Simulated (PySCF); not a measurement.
C$_{2}$H$_{6}$OZn (SMILES C[CH2][Zn][OH]), singlet, at a GFN2-xTB geometry (such geometries of metal compounds can be far from the true shape); PySCF with R2SCAN/STO-3G.

The PySCF input:
```python
from pyscf import gto, scf, dft

mol = gto.Mole()
mol.atom = '''
    Zn    0.51336456    0.04268395    0.35947764
    C    -0.18985124   -1.05497978   -1.17737509
    C    -1.57289452   -0.53229609   -1.54371968
    H    -0.25714403   -2.10520493   -0.90394124
    H     0.46664509   -0.98835194   -2.04136197
    H    -1.53274000    0.50864029   -1.85911762
    H    -2.26093044   -0.60806788   -0.70373102
    H    -1.98257239   -1.11857733   -2.36859514
    O     0.03734617    1.34267470    1.41084832
    H     0.44351018    1.81330083    2.13219997
'''
mol.basis = 'sto-3g'
mol.verbose = 4
mol.build()

mf = dft.RKS(mol)
mf.xc = 'r2scan'
mf.kernel()
mf.analyze()
```

Output, abridged:

```
PySCF version 2.14.0

[INPUT] verbose = 4
[INPUT] num. atoms = 10
[INPUT] num. electrons = 56
[INPUT] charge = 0
[INPUT] spin (= nelec alpha-beta = 2S) = 0
[INPUT] symmetry False subgroup None
[INPUT] Mole.unit = angstrom
[INPUT] Symbol           X                Y                Z      unit          X                Y                Z       unit  Magmom
[...]
nuclear repulsion = 248.531943433391
number of shells = 23
number of NR pGTOs = 117
number of NR cGTOs = 39
basis = sto-3g
ecp = {}

******** <class 'pyscf.dft.rks.RKS'> ********
method = RKS
initial guess = minao
damping factor = 0
level_shift factor = 0
DIIS = <class 'pyscf.scf.diis.CDIIS'>
diis_start_cycle = 1
diis_space = 8
diis_damp = 0
SCF conv_tol = 1e-09
SCF conv_tol_grad = None
SCF max_cycles = 50
direct_scf = True
direct_scf_tol = 1e-13
XC library pyscf.dft.libxc version 7.1.2
    S. Lehtola, C. Steigemann, M. J. T. Oliveira, and M. A. L. Marques,  SoftwareX 7, 1–5 (2018)
XC functionals = r2scan
    J. W. Furness, A. D. Kaplan, J. Ning, J. P. Perdew, and J. Sun,  J. Phys. Chem. Lett. 11, 8208–8215 (2020)
    J. W. Furness, A. D. Kaplan, J. Ning, J. P. Perdew, and J. Sun,  J. Phys. Chem. Lett. 11, 9248–9248 (2020)
    J. W. Furness, A. D. Kaplan, J. Ning, J. P. Perdew, and J. Sun,  J. Phys. Chem. Lett. 11, 8208–8215 (2020)
    J. W. Furness, A. D. Kaplan, J. Ning, J. P. Perdew, and J. Sun,  J. Phys. Chem. Lett. 11, 9248–9248 (2020)
radial grids:
    Treutler-Ahlrichs [JCP 102, 346 (1995); DOI:10.1063/1.469408] (M4) radial grids

becke partition: Becke, JCP 88, 2547 (1988); DOI:10.1063/1.454033
pruning grids: <function nwchem_prune>
grids dens level: 3
symmetrized grids: False
atomic radii adjust function: <function treutler_atomic_radii_adjust>
small_rho_cutoff = 0
Set gradient conv threshold to 3.16228e-05
Initial guess from minao.
tot grids = 121808
init E= -1909.85849985286

WARN: HOMO 0.0233548740186658 == LUMO 0.0239627928845506

cycle= 1 E= -1902.83222684268  delta_E= 7.03  |g|= 4.25  |ddm|= 6.64
[...]
cycle= 2 E= -1902.2319039415  delta_E=  0.6  |g|= 3.15  |ddm|= 6.69
[...]
cycle= 3 E= -1908.28003701652  delta_E= -6.05  |g|= 1.35  |ddm|= 8.22
[...]
cycle= 4 E= -1906.25021225587  delta_E= 2.03  |g|= 3.85  |ddm|= 7.62
[...]
cycle= 5 E= -1906.26633407099  delta_E= -0.0161  |g|=  3.7  |ddm|= 0.67
[...]
cycle= 6 E= -1906.25797794353  delta_E= 0.00836  |g|= 3.71  |ddm|= 0.00491
[...]
cycle= 7 E= -1906.09912521177  delta_E= 0.159  |g|= 3.72  |ddm|= 0.0788
[...]
[...]
[...]
cycle= 33 E= -1911.5494953249  delta_E= 0.0286  |g|= 0.501  |ddm|= 0.781
[...]
cycle= 34 E= -1911.55851594077  delta_E= -0.00902  |g|= 0.483  |ddm|= 0.126
[...]
cycle= 35 E= -1911.53518814395  delta_E= 0.0233  |g|= 0.548  |ddm|=  0.3
[...]
cycle= 36 E= -1911.5607729296  delta_E= -0.0256  |g|= 0.476  |ddm|= 0.109
[...]
cycle= 37 E= -1911.6320125188  delta_E= -0.0712  |g|= 0.122  |ddm|= 1.25
[...]
cycle= 38 E= -1911.26788613108  delta_E= 0.364  |g|= 0.736  |ddm|= 2.43
[...]
cycle= 39 E= -1911.29080717598  delta_E= -0.0229  |g|= 0.696  |ddm|= 1.37
[...]
cycle= 40 E= -1911.44765544758  delta_E= -0.157  |g|= 0.596  |ddm|= 0.971
[...]
cycle= 41 E= -1911.36405275705  delta_E= 0.0836  |g|= 0.674  |ddm|=  2.5
[...]
cycle= 42 E= -1911.24236366696  delta_E= 0.122  |g|= 0.761  |ddm|= 1.73
[...]
cycle= 43 E= -1911.5821600609  delta_E= -0.34  |g|= 0.323  |ddm|= 1.99
[...]
cycle= 44 E= -1911.59433619701  delta_E= -0.0122  |g|= 0.354  |ddm|= 1.83
[...]
cycle= 45 E= -1911.60687276115  delta_E= -0.0125  |g|= 0.317  |ddm|= 0.45
[...]
cycle= 46 E= -1911.59406270568  delta_E= 0.0128  |g|= 0.362  |ddm|= 0.146
[...]
cycle= 47 E= -1911.60381365737  delta_E= -0.00975  |g|= 0.321  |ddm|= 0.391
[...]
cycle= 48 E= -1911.61103848289  delta_E= -0.00722  |g|= 0.294  |ddm|= 0.281
[...]
cycle= 49 E= -1911.41787250563  delta_E= 0.193  |g|= 0.647  |ddm|= 2.53
[...]
cycle= 50 E= -1911.36858303516  delta_E= 0.0493  |g|= 0.699  |ddm|= 0.225
SCF not converged.
SCF energy = -1911.36858303516
**** SCF Summaries ****
Total Energy =                       -1911.368583035159190
Nuclear Repulsion Energy =             248.531943433390666
One-electron Energy =                -3138.653923064527589
Two-electron Energy =                  978.753396595977847
Two-electron Coulomb Energy =         1070.728490646313276
DFT Exchange-Correlation Energy =      -91.975094050335372
HOMO-LUMO gap [eV] =                     0.224880731793697
**** MO energy ****
[...]
 ** Mulliken pop on meta-lowdin orthogonal AOs  **
 ** Mulliken pop  **
[...]
 ** Mulliken atomic charges  **
charge of    0Zn =      1.13495
charge of    1C =     -0.59237
charge of    2C =     -0.16382
charge of    3H =      0.03019
charge of    4H =      0.03039
charge of    5H =      0.03647
charge of    6H =      0.03618
charge of    7H =      0.02898
charge of    8O =     -0.71497
charge of    9H =      0.17401
Dipole moment(X, Y, Z, Debye): -0.37358,  1.10499,  0.91930
```

The run did not converge; its last values are not results.
